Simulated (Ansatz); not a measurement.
Ansatz results at the PBE0-D4/def2-TZVP geometry: LUMO energy (PBE0/def2-TZVPP) 0.09 eV; LUMO energy (ωB97M-V/def2-TZVPP) 1.84 eV; HOMO energy (ωB97M-V/def2-TZVPP) -8.63 eV.

Each molecule was computed in one conformer, which needn't be the lowest.

(1) Which molecule gave them?
A. `OC/C(F)=C/Cl`
B. `NC1=N[SiH]1S`
C. `O[SiH2]OBF`
D. `C[SiH](O)[GaH2]`

Answers

(1) B. The others give `C[SiH](O)[GaH2]`: -1.98, -0.25, -9.19; `O[SiH2]OBF`: 0.07, 1.66, -11.52; `OC/C(F)=C/Cl`: -0.20, 1.87, -9.57.
